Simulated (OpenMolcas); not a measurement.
## Pt2+: ligand-field states by method

Pt2+ with 6 ligands (fluoride) in trigonal prismatic coordination (D3h) at 2.25 Å, a polar angle of 49.6° against the regular 49.1°. A charge of +0.667 e stands 2.8 Å behind each ligand. Ligand basis ANO-RCC-VDZP.

* Program: OpenMolcas
* Basis: ANO-RCC-VTZP [8s7p5d3f1g]
* Scalar Hamiltonian: DKH2, point nucleus
* Active space: 8 electrons in 5 orbitals (5d)
* State averaging: 2S+1 = 3 even, 10 roots; 2S+1 = 1 even, 15 roots
* Spin-orbit coupling: state interaction with AMFI integrals over the reference wave functions

I. CASSCF
II. SS-CASPT2, IPEA 0.25 Eh, imaginary shift 0.1 Eh (the 30 lowest orbitals frozen, all others correlated)
III. SS-CASPT2, IPEA 0.5 Eh, imaginary shift 0.1 Eh (the 30 lowest orbitals frozen, all others correlated)

Spin-free states (labels of D3, the rotations of D3h) in cm-1, each column counted from its own energy of the first state listed:

```json
{"State": "3A2", "Degeneracy": "1", "I": "0", "II": "0", "III": "0"}
{"State": "3A1", "Degeneracy": "1", "I": "5747", "II": "6310", "III": "6990"}
{"State": "3A2", "Degeneracy": "1", "I": "5797", "II": "6350", "III": "7040"}
{"State": "3E", "Degeneracy": "2", "I": "6057", "II": "6720", "III": "7140"}
{"State": "1E", "Degeneracy": "2", "I": "12107", "II": "8530", "III": "8450"}
{"State": "3E", "Degeneracy": "2", "I": "13700", "II": "16350", "III": "15900"}
{"State": "1E", "Degeneracy": "2", "I": "15989", "II": "13240", "III": "13700"}
{"State": "1A1", "Degeneracy": "1", "I": "16977", "II": "12960", "III": "13470"}
{"State": "3E", "Degeneracy": "2", "I": "18423", "II": "15650", "III": "16020"}
{"State": "1A1", "Degeneracy": "1", "I": "21747", "II": "17920", "III": "18600"}
{"State": "1A2", "Degeneracy": "1", "I": "22069", "II": "18130", "III": "18810"}
{"State": "1E", "Degeneracy": "2", "I": "22712", "II": "20100", "III": "20000"}
{"State": "3A2", "Degeneracy": "1", "I": "23550", "II": "22020", "III": "21990"}
{"State": "1A1", "Degeneracy": "1", "I": "25739", "II": "25360", "III": "24990"}
{"State": "1E", "Degeneracy": "2", "I": "28163", "II": "27240", "III": "26890"}
{"State": "1E", "Degeneracy": "2", "I": "29132", "II": "27170", "III": "26650"}
{"State": "1A1", "Degeneracy": "1", "I": "50000", "II": "43420", "III": "43840"}
```

From I to II, I's first state of the same spin (3A1) moves from 5747 to 6310 cm-1, by about +560 cm-1.

From I to II, I's first state of another spin (1E) moves from 12107 to 8530 cm-1, by about -3600 cm-1.

χT at 300 K: I 1.16, II 1.05, III 1.05 cm3 K/mol.

The states above are spin-free; spin-orbit coupling is strong here and shifts and splits them by thousands of cm-1.

Roots that are degenerate in the reference are averaged as groups; the widest CASPT2 spread within a group is 200 cm-1 (the 2-fold group of multiplicity 1 near 26700 cm-1 above the lowest state of its run, III). Shifts and gaps below about the spread of the groups concerned are not significant. Over all roots computed the reference weight is 0.68 to 0.69 in II, 0.68 to 0.69 in III; a low but even weight reflects the number of correlated electrons. Real 4d8 and 5d8 ions are as a rule square planar and diamagnetic. Ligand-to-metal charge-transfer states are missing. With no ligand orbital active B as a rule stays too high, so bands that hang on it stand too high and its fall with covalency is understated. Without dynamic correlation the repulsion within the d shell is too large (B by tens of per cent), so at a given field states of lower spin stand too high (holds for I). With metal d orbitals alone the field can be off either way by tens of per cent (holds for I). Free-ion shares, where given, are those of the reference states; single-state CASPT2 does not remix them (holds for II; III). The distance lies 7 % over the 2.11 Å that this model takes as the normal distance (a Shannon-type radius plus a fixed donor radius); by an R⁻⁵ law this alone changes a d-shell field by about -27 %. No measured value stands beside these numbers; the geometry was imposed, not optimised, and the real ion may take another.
